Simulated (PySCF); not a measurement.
A structure optimised at PBE-D3(BJ)/def2-SVP, used in a PySCF frequency run:

```xyz
8

Zr     0.0000     0.0000    -0.2738
F      0.0000     0.0000    -2.1846
S      0.5585     2.1829     0.6572
H     -0.1905     2.7960    -0.3107
S     -2.1697    -0.6078     0.6572
H     -2.3261    -1.5630    -0.3107
S      1.6112    -1.5751     0.6572
H      2.5167    -1.2330    -0.3107
```

### Question
Write its SMILES, formula and point group.

### Answer
[F][Zr]([SH])([SH])[SH], FH₃S₃Zr, C3

### Question
What are its rotational constants (standard atomic weights)?

### Answer
1.2785, 1.2785, 0.98697 GHz
